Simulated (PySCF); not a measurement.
PySCF job for C3H8NO, SMILES C[NH+](C)C=O, charge +1, TDDFT-LC-ωPBE/def2-SVPD. Geometry: ωB97X-D3(BJ)/def2-SVP. The isomer is the one that the SMILES or the coordinates give; other isomers of the formula were not compared. The values are those of a single conformer.

```python
import numpy as np
from pyscf import gto, scf, dft, tdscf

mol = gto.M(
    atom='''
    C    -0.61205376    1.53455123   -0.43127609
    N    -0.26890565    0.32674008    0.39437917
    C    -1.24991981   -0.79340053    0.23423385
    C     1.16257215   -0.11762707    0.08687116
    O     1.37171029   -1.20400532   -0.30733093
    H    -0.61750599    1.23998624   -1.48921421
    H     0.13602196    2.31980464   -0.25614375
    H    -1.60582805    1.89171824   -0.13296055
    H    -0.26706373    0.61871335    1.38285463
    H    -1.24467162   -1.11353011   -0.81476138
    H    -0.94640222   -1.62927481    0.87595418
    H    -2.24157405   -0.42182008    0.52074107
    H     1.89208961    0.69812264    0.27254971
    ''',
    basis='def2-SVPD',
    charge=1,
    spin=0,
    max_memory=1600,
    verbose=4,
)
mf = dft.RKS(mol, xc='lc_wpbe').density_fit(auxbasis='def2-universal-jkfit')
mf.grids.level = 3
mf.conv_tol = 1e-9
mf.max_cycle = 100
mf.kernel()
mf.grids = dft.Grids(mol).set(level=1).build(with_non0tab=True)  # coarser grid for the response kernel
td = tdscf.TDDFT(mf)
td.singlet = True
td.nstates = 10
td.conv_tol = 1e-4
td.kernel(x0=td.get_init_guess(mf, 15))
td.analyze()
tt = tdscf.TDA(mf)
tt.singlet = False
tt.nstates = 4
tt.conv_tol = 1e-4
tt.kernel(x0=tt.get_init_guess(mf, 9))
tt.analyze(verbose=3)
```

Log of the run:

```
PySCF version 2.14.0

[INPUT] verbose = 4
[INPUT] num. atoms = 13
[INPUT] num. electrons = 40
[INPUT] charge = 1
[INPUT] spin (= nelec alpha-beta = 2S) = 0
[INPUT] symmetry False subgroup None
[INPUT] Mole.unit = angstrom
[INPUT] Symbol           X                Y                Z      unit          X                Y                Z       unit  Magmom
[INPUT]  1 C     -0.612053760000   1.534551230000  -0.431276090000 AA   -1.156613979910   2.899881548814  -0.814993694173 Bohr   0.0
[INPUT]  2 N     -0.268905650000   0.326740080000   0.394379170000 AA   -0.508158031848   0.617449265118   0.745268620533 Bohr   0.0
[INPUT]  3 C     -1.249919810000  -0.793400530000   0.234233850000 AA   -2.362006118568  -1.499309708785   0.442637825602 Bohr   0.0
[INPUT]  4 C      1.162572150000  -0.117627070000   0.086871160000 AA    2.196942963547  -0.222282947135   0.164162700523 Bohr   0.0
[INPUT]  5 O      1.371710290000  -1.204005320000  -0.307330930000 AA    2.592156770348  -2.275240307319  -0.580771287308 Bohr   0.0
[INPUT]  6 H     -0.617505990000   1.239986240000  -1.489214210000 AA   -1.166917201378   2.343234391829  -2.814206997711 Bohr   0.0
[INPUT]  7 H      0.136021960000   2.319804640000  -0.256143750000 AA    0.257044251327   4.383795432095  -0.484041536019 Bohr   0.0
[INPUT]  8 H     -1.605828050000   1.891718240000  -0.132960550000 AA   -3.034575217644   3.574829378444  -0.251259024872 Bohr   0.0
[INPUT]  9 H     -0.267063730000   0.618713350000   1.382854630000 AA   -0.504677307505   1.169198781112   2.613216520787 Bohr   0.0
[INPUT] 10 H     -1.244671620000  -1.113530110000  -0.814761380000 AA   -2.352088476819  -2.104266939357  -1.539675865073 Bohr   0.0
[INPUT] 11 H     -0.946402220000  -1.629274810000   0.875954180000 AA   -1.788440999480  -3.078883172553   1.655313497868 Bohr   0.0
[INPUT] 12 H     -2.241574050000  -0.421820080000   0.520741070000 AA   -4.235961042432  -0.797124425042   0.984058004113 Bohr   0.0
[INPUT] 13 H      1.892089610000   0.698122640000   0.272549710000 AA    3.575531166035   1.319260590958   0.515044307230 Bohr   0.0

nuclear repulsion = 190.602108651589
number of shells = 73
number of NR pGTOs = 233
number of NR cGTOs = 167
basis = def2-SVPD
ecp = {}


[settings echo left out]
init E= -249.350222874673
  HOMO = -0.351265183846579  LUMO = -0.0526426202078993  gap/eV = 8.12593
cycle= 1 E= -248.297004533405  delta_E= 1.05  |g|= 0.955  |ddm|= 4.57
  HOMO = -0.533344226318239  LUMO = -0.192927546066703  gap/eV = 9.26321
cycle= 2 E= -248.094067595838  delta_E= 0.203  |g|= 1.52  |ddm|= 2.43
  HOMO = -0.644667967682325  LUMO = -0.18999751651423  gap/eV = 12.37221
cycle= 3 E= -248.513485893371  delta_E= -0.419  |g|= 0.0743  |ddm|= 1.37
  HOMO = -0.618550187528219  LUMO = -0.152203985968223  gap/eV = 12.68993
cycle= 4 E= -248.514825597775  delta_E= -0.00134  |g|= 0.0409  |ddm|= 0.183
  HOMO = -0.626894080677044  LUMO = -0.154475575745002  gap/eV = 12.85516
cycle= 5 E= -248.515205555975  delta_E= -0.00038  |g|= 0.0113  |ddm|= 0.0659
  HOMO = -0.626793489246495  LUMO = -0.154848977492442  gap/eV = 12.84226
cycle= 6 E= -248.515246294899  delta_E= -4.07e-05  |g|= 0.00458  |ddm|= 0.0277
  HOMO = -0.626857594752511  LUMO = -0.154627193387259  gap/eV = 12.85004
cycle= 7 E= -248.515255129745  delta_E= -8.83e-06  |g|= 0.00117  |ddm|= 0.0142
  HOMO = -0.627007192090986  LUMO = -0.154703673668358  gap/eV = 12.85203
cycle= 8 E= -248.515255859209  delta_E= -7.29e-07  |g|= 0.000318  |ddm|= 0.00445
  HOMO = -0.627068012155779  LUMO = -0.154722548259646  gap/eV = 12.85317
cycle= 9 E= -248.515255899621  delta_E= -4.04e-08  |g|= 7.76e-05  |ddm|= 0.000937
  HOMO = -0.627059276302832  LUMO = -0.154702465799288  gap/eV = 12.85348
cycle= 10 E= -248.515255901639  delta_E= -2.02e-09  |g|= 1.62e-05  |ddm|= 0.000217
  HOMO = -0.627062994820219  LUMO = -0.15470569175806  gap/eV = 12.85350
cycle= 11 E= -248.515255901733  delta_E= -9.49e-11  |g|= 4.42e-06  |ddm|= 4.82e-05
  HOMO = -0.62706194799063  LUMO = -0.15470516443321  gap/eV = 12.85348
Extra cycle  E= -248.515255901741  delta_E= -7.16e-12  |g|= 3.47e-06  |ddm|= 1.28e-05
converged SCF energy = -248.515255901741
tot grids = 45616


******** <class 'pyscf.tdscf.rks.TDDFT'> for <class 'pyscf.df.df_jk.DFRKS'> ********
nstates = 10 singlet
deg_eia_thresh = 1.000e-03
wfnsym = None
conv_tol = 0.0001
eigh lindep = 1e-12
eigh level_shift = 0
eigh max_cycle = 100


Excitation energies (eV)
[ 4.99101424  9.50849487  9.51527143  9.95283782 10.07685813 10.13423934
 10.45172196 10.58171986 10.90577582 10.95838396]

** Singlet excitation energies and oscillator strengths **
Excited State   1:      4.99101 eV    248.41 nm  f=0.0006
      20 -> 21       -0.69466
Excited State   2:      9.50849 eV    130.39 nm  f=0.0024
      13 -> 21        0.11396
      14 -> 21        0.18969
      15 -> 21        0.12241
      16 -> 21       -0.24535
      17 -> 21        0.14760
      20 -> 22       -0.54183
      20 -> 26        0.12611
Excited State   3:      9.51527 eV    130.30 nm  f=0.0023
      13 -> 21        0.20355
      14 -> 21        0.43697
      15 -> 21       -0.12783
      16 -> 21       -0.15394
      18 -> 21        0.35703
      19 -> 21        0.10186
      20 -> 22        0.26112
Excited State   4:      9.95284 eV    124.57 nm  f=0.0747
      15 -> 21        0.22301
      16 -> 21       -0.19914
      17 -> 21        0.26774
      18 -> 21       -0.27773
      19 -> 21        0.32910
      20 -> 22        0.26668
      20 -> 25        0.12890
      20 -> 30        0.10499
Excited State   5:     10.07686 eV    123.04 nm  f=0.0124
      11 -> 21        0.14912
      12 -> 21       -0.12168
      14 -> 21       -0.26029
      17 -> 21        0.44570
      18 -> 21        0.25101
      19 -> 21       -0.29979
Excited State   6:     10.13424 eV    122.34 nm  f=0.0111
      11 -> 21       -0.10979
      12 -> 21        0.11589
      14 -> 21        0.22699
      15 -> 21        0.20126
      16 -> 21       -0.12751
      18 -> 21       -0.20863
      19 -> 21       -0.52024
Excited State   7:     10.45172 eV    118.63 nm  f=0.0508
      13 -> 21        0.12844
      14 -> 21        0.19005
      15 -> 21       -0.26187
      16 -> 21        0.15181
      17 -> 21        0.32215
      18 -> 21       -0.33983
      20 -> 23       -0.24249
      20 -> 24       -0.11126
      20 -> 25       -0.10439
      20 -> 26       -0.13297
Excited State   8:     10.58172 eV    117.17 nm  f=0.0932
      14 -> 21       -0.10156
      15 -> 21        0.25640
      16 -> 21       -0.16654
      18 -> 21        0.11868
      20 -> 23       -0.43655
      20 -> 24       -0.26139
      20 -> 26       -0.21645
      20 -> 27        0.12010
      20 -> 28        0.10614
Excited State   9:     10.90578 eV    113.69 nm  f=0.0155
      16 -> 21        0.16469
      20 -> 23        0.25518
      20 -> 24       -0.28970
      20 -> 25        0.45425
      20 -> 26       -0.18302
      20 -> 28        0.15012
Excited State  10:     10.95838 eV    113.14 nm  f=0.0100
      14 -> 21        0.15901
      15 -> 21        0.39082
      16 -> 21        0.46486
      17 -> 21        0.20125
      18 -> 21        0.17692
      20 -> 25       -0.10728

** Transition electric dipole moments (AU) **
state          X           Y           Z        Dip. S.      Osc.
  1         0.0046     -0.0066     -0.0716      0.0052      0.0006
  2        -0.0021     -0.1010      0.0089      0.0103      0.0024
  3         0.0481     -0.0031     -0.0870      0.0099      0.0023
  4         0.0814     -0.5194     -0.1734      0.3065      0.0747
  5        -0.0000     -0.1860     -0.1251      0.0502      0.0124
  6        -0.0562     -0.1874     -0.0801      0.0447      0.0111
  7         0.3965      0.1880      0.0772      0.1985      0.0508
  8         0.5962     -0.0579      0.0271      0.3596      0.0932
  9        -0.2048      0.0187      0.1246      0.0578      0.0155
 10        -0.1821      0.0620      0.0128      0.0371      0.0100

** Transition velocity dipole moments (imaginary part, AU) **
state          X           Y           Z        Dip. S.      Osc.
  1         0.0009     -0.0007     -0.0154      0.0002      0.0009
  2        -0.0055     -0.0341      0.0009      0.0012      0.0023
  3         0.0184     -0.0006     -0.0360      0.0016      0.0031
  4         0.0295     -0.1880     -0.0612      0.0400      0.0728
  5         0.0014     -0.0667     -0.0452      0.0065      0.0117
  6        -0.0205     -0.0671     -0.0297      0.0058      0.0104
  7         0.1552      0.0743      0.0295      0.0305      0.0529
  8         0.2354     -0.0239      0.0107      0.0561      0.0962
  9        -0.0840      0.0089      0.0517      0.0098      0.0163
 10        -0.0744      0.0254      0.0062      0.0062      0.0103

** Transition magnetic dipole moments (imaginary part, AU) **
state          X           Y           Z
  1         0.2572     -1.0217     -0.3458
  2        -0.4717      0.0974      0.2644
  3        -1.2472     -0.2495     -0.0589
  4        -0.1684     -0.3806      0.3569
  5         0.2846     -0.2234     -0.0064
  6        -0.3082      0.0451      0.3005
  7        -0.4325     -0.5435     -0.0733
  8         0.0899      0.0304     -0.2060
  9        -0.2988      0.4234     -0.8281
 10        -0.3366     -0.3249     -0.2098


******** <class 'pyscf.tdscf.rks.TDA'> for <class 'pyscf.df.df_jk.DFRKS'> ********
nstates = 4 triplet
deg_eia_thresh = 1.000e-03
wfnsym = None
conv_tol = 0.0001
eigh lindep = 1e-12
eigh level_shift = 0
eigh max_cycle = 100


Excitation energies (eV)
[4.29348979 6.30029791 8.37696387 9.26710886]

** Triplet excitation energies and oscillator strengths **
Excited State   1:      4.29349 eV    288.77 nm  f=0.0000
Excited State   2:      6.30030 eV    196.79 nm  f=0.0000
Excited State   3:      8.37696 eV    148.01 nm  f=0.0000
Excited State   4:      9.26711 eV    133.79 nm  f=0.0000
```

Self-consistency was reached.

Cost: around 13 core-minutes (rough).
